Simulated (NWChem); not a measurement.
System meant: C$_{2}$H$_{7}$BS; SMILES CB(C)S

NWChem input:

```
start job
memory heap 200 mb stack 900 mb global 1100 mb
geometry units angstroms noautoz
  B     -0.001918    -0.379325     0.022188
  C      1.359051    -1.156718    -0.128880
  H      1.406258    -1.594165    -1.142313
  H      1.394076    -2.012334     0.566666
  H      2.263895    -0.549576     0.017712
  C     -1.379053    -1.140510     0.024175
  H     -1.403180    -1.918361    -0.756988
  H     -2.269621    -0.504809    -0.084903
  H     -1.471269    -1.680309     0.984505
  S      0.114885     1.406844     0.211467
  H     -1.202452     1.702158     0.279888
end
basis spherical
  * library def2-svp
end
dft
  odft
  mult 2
  xc pbe0
  iterations 150
  mulliken
end
task dft energy
```

End of the output:

```
 Summary of "ao basis" -> "" (spherical)
 ------------------------------------------------------------------------------
       Tag                 Description            Shells   Functions and Types
 ---------------- ------------------------------  ------  ---------------------
 *                          def2-svp                  on all atoms

                                 NWChem DFT Module
                                 -----------------

 Summary of "ao basis" -> "ao basis" (spherical)
 ------------------------------------------------------------------------------
       Tag                 Description            Shells   Functions and Types
 ---------------- ------------------------------  ------  ---------------------
 B                          def2-svp                 6       14   3s2p1d
 C                          def2-svp                 6       14   3s2p1d
 H                          def2-svp                 3        5   2s1p
 S                          def2-svp                 8       18   4s3p1d

 Summary of "ao basis" -> "ao basis" (spherical)
 ------------------------------------------------------------------------------
       Tag                 Description            Shells   Functions and Types
 ---------------- ------------------------------  ------  ---------------------
 B                          def2-svp                 6       14   3s2p1d
 C                          def2-svp                 6       14   3s2p1d
 H                          def2-svp                 3        5   2s1p
 S                          def2-svp                 8       18   4s3p1d

  number of electrons :                   40
  multiplicity        :                    2
 ------------------------------------------------------------------------
  no. of electrons and multiplicity not compatible                  40
 ------------------------------------------------------------------------
 ------------------------------------------------------------------------
  current input line :
    26: task dft energy
 ------------------------------------------------------------------------
 ------------------------------------------------------------------------
 There is an error in the input file
 ------------------------------------------------------------------------
 For more information see the NWChem manual at https://nwchemgit.github.io

0: no. of electrons and multiplicity not compatible:Received an Error in Communication
```

**Question.** What is wrong, and how is it mended?

**Answer.** The program refused the input. Cause: the multiplicity doesn't fit the number of electrons (an even count wants an odd multiplicity, and the reverse). This input runs:
```
start job
memory heap 200 mb stack 900 mb global 1100 mb
geometry units angstroms noautoz
  B     -0.001918    -0.379325     0.022188
  C      1.359051    -1.156718    -0.128880
  H      1.406258    -1.594165    -1.142313
  H      1.394076    -2.012334     0.566666
  H      2.263895    -0.549576     0.017712
  C     -1.379053    -1.140510     0.024175
  H     -1.403180    -1.918361    -0.756988
  H     -2.269621    -0.504809    -0.084903
  H     -1.471269    -1.680309     0.984505
  S      0.114885     1.406844     0.211467
  H     -1.202452     1.702158     0.279888
end
basis spherical
  * library def2-svp
end
dft
  xc pbe0
  iterations 150
  mulliken
end
task dft energy
```
It converges to -503.03998 Ha (PBE0/def2-SVP).
